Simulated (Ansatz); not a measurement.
`[CH3][GeH]([NH2])[OH]` + `CO[SiH](F)S` → `[CH3][Ge]([NH2])([OH])[F]` + `CO[SiH2]S`  (redistribution)

Program: Ansatz. Geometries: PBE0-D4/def2-TZVP. ΔE: electronic, gas phase. CCSD(T)/CBS is the MP2 limit (def2-TZVPP, def2-QZVPP) plus CCSD(T) − MP2 in def2-TZVPP, frozen cores. This one scheme is used for every species. For Ge outer-core shells are correlated without core-valence functions, which leaves a few kJ/mol of doubt a bond. Scalar relativity is left out up to krypton. One conformer a species, not always the lowest.

```csv
species,CCSD/def2-TZVPP energy (Eh)
`[CH3][GeH]([NH2])[OH]`,-2247.67564
`CO[SiH](F)S`,-902.80379
`[CH3][Ge]([NH2])([OH])[F]`,-2346.86718
`CO[SiH2]S`,-803.58772
```

Question: Work out ΔE.

Answer: ΔE = (-2346.86718) + (-803.58772) − (-2247.67564) − (-902.80379) = 0.02453 Eh = +64.4 kJ/mol. CCSD(T)/CBS gives +66.5 kJ/mol.

Largest T1 diagnostic among the species: 0.012.
